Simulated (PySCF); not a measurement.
**UHF on Pb (lead, neutral)**

Configuration: [Xe] 4f14 5d10 6s1 6p2 6d1, one real determinant (an excited configuration). Computed with PySCF 2.14 in aug-cc-pwCVTZ-PP with ECP60MDF, with a scalar-relativistic core potential.

| Property | Result |
| --- | --- |
| Total energy | -191.422645 hartree |
| One-electron energy | -331.9934 hartree |
| Hartree (Coulomb) energy | 155.5571 hartree |
| Exchange energy | -14.9864 hartree |
| ⟨S²⟩ | 6.0060 |
| ⟨L²⟩ | 8.007 |
| Sum of ⟨r⟩ | 35.16 bohr |
| Sum of ⟨r²⟩ | 93.90 bohr² |
| Traceless quadrupole moment −½Σ⟨3z² − r²⟩ along its main axis | -5.18 e·bohr² |

| shell | electrons | mean orbital energy (eV) | spread (eV) | rms radius, mean of both spins (bohr) |
| --- | --- | --- | --- | --- |
| 5s α | 1 | -172.83 | 0 | 0.925 |
| 5s β | 1 | -172.23 | 0 | 0.925 |
| 5p α | 3 | -109.72 | 0.109 | 1.05 |
| 5p β | 3 | -109.42 | 0.408 | 1.05 |
| 5d α | 5 | -34.074 | 0.340 | 1.39 |
| 5d β | 5 | -33.383 | 0.560 | 1.39 |
| 6s α | 1 | -21.587 | 0 | 2.47 |
| 6p α | 2 | -10.513 | 0 | 3.18 |
| 6d α | 1 | -1.381 | 0 | 6.32 |

⟨L²⟩ = 8.01 against 12 for a pure F term, so this real determinant mixes terms. Energies and moments cover only the electrons outside the core potential. Spin-orbit coupling is strong in this species (close to jj coupling), so the high-spin LS determinant is a model state, not a physical level. The outer electron is Rydberg-like, and this basis confines it to a smaller radius and binds it less than a complete one would.
